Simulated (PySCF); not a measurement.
**Name the molecule from its bond curve**

A diatomic of charge 0 contains Sn. Its quartet curve at PBE0 in a triple-zeta basis (spin-free X2C with a Gaussian nucleus, PySCF), in eV from the separated fragments:

```csv
R (Å),E (eV)
1.877,-1.979
1.964,-2.437
2.051,-2.687
2.116,-2.772
2.182,-2.794
2.248,-2.766
2.335,-2.675
2.444,-2.504
2.575,-2.254
2.749,-1.898
```

The fit gives ωe = 562 cm⁻¹ and the rotational constant Bₑ = 0.3535 cm⁻¹.

Q: Which atom is the partner?

A: The minimum lies at 2.175 Å, so the reduced mass is 16.8576 u Å² cm⁻¹/(Bₑ·Re²) = 10.08 u. With Sn at 119.90 u the partner weighs about 11.0 u: B. The molecule is SnB.

Spin–orbit coupling is left out. The state is the lowest determinant that a PBE0 search found; another state may lie lower at other levels.
